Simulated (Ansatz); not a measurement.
Molecule: CH7AlN2O (charge 0, singlet). SMILES: [NH2][Al]([O]C)[NH2]
Coordinates optimised at B3LYP-D3(BJ)/def2-TZVP (Ansatz, a first-principles code):
```
Al
O 1 1.6907
C 2 1.4016 1 135.85
H 3 1.0946 2 110.14 1 -124.27
H 3 1.0948 4 107.94 2 120.51
H 3 1.0973 4 107.74 5 116.16
N 1 1.7662 2 117.32 3 179.41
H 7 1.0064 1 125.73 2 179.55
H 7 1.0070 8 110.50 1 179.88
N 1 1.7712 2 120.96 3 -0.57
H 10 1.0070 1 124.75 2 -0.81
H 10 1.0071 11 110.00 1 179.87
```

Quantity: atomisation energy (electronic, to ground-state atoms), in eV. Cores are frozen in the correlated levels unless marked. UHF or UKS for open shells. No spin-orbit coupling. Non-relativistic. The coupled-cluster limit lacks core correlation, which all-electron functionals hold. CBS marks a two-point X^-3 extrapolation of the correlation energy; Hartree-Fock from the larger set.

| level | program | atomisation energy (eV) |
|---|---|---|
| B97M-V/def2-TZVPD | Ansatz | (withheld) |
| PBE0/def2-TZVP | Ansatz | 45.16 |
| CCSD(T)/CBS(aug-cc-pV(T+d)Z,aug-cc-pV(Q+d)Z) | Ansatz | (withheld) |

Problem. What belongs in the gaps?

Solution. 
- B97M-V/def2-TZVPD, atomisation energy (eV): 45.62
- CCSD(T)/CBS(aug-cc-pV(T+d)Z,aug-cc-pV(Q+d)Z), atomisation energy (eV): 45.85
